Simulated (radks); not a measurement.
Results of a calculation; reference values are marked as such.
Problem. Valence configurations of Bi2+. Code: a radial shooting solver on a logarithmic mesh with Libxc functionals. Model: scalar-relativistic Kohn-Sham, r2SCAN, spin-polarised, spherical densities, finite nucleus; open shells are filled with parallel spins first (spin-orbit coupling, left out, can overturn this in heavy ions); meta-GGA in the generalised Kohn-Sham scheme; Fermi nuclear charge, rms radius 5.5211 fm. Order these by energy: [Xe] 4f12.5 5d9 6s2 6p3.5; [Xe] 4f11 5d10 6s2 6p4; [Xe] 4f13.5 5d8.5 6s2 6p3; [Xe] 4f14 5d8 6s2 6p3; [Xe] 4f14 5d10 6s1 6p2; [Xe] 4f14 5d9 6s2 6p2; [Xe] 4f12 5d9 6s2 6p4; [Xe] 4f13 5d10 6s2 6p2; [Xe] 4f12 5d10 6s2 6p3; [Hg] 6p1.

Solution. From the lowest, in eV above it: [Hg] 6p1 0.000; [Xe] 4f14 5d10 6s1 6p2 9.452; [Xe] 4f14 5d9 6s2 6p2 26.525; [Xe] 4f14 5d8 6s2 6p3 55.069; [Xe] 4f13.5 5d8.5 6s2 6p3 122.15; [Xe] 4f13 5d10 6s2 6p2 160.86; [Xe] 4f12.5 5d9 6s2 6p3.5 283.03; [Xe] 4f12 5d10 6s2 6p3 339.39; [Xe] 4f12 5d9 6s2 6p4 378.60; [Xe] 4f11 5d10 6s2 6p4 539.54. NIST lists [Hg] 6p1 as the ground configuration; this level of theory agrees among the configurations tried. The energies are those of spherical high-spin densities, not of single terms.
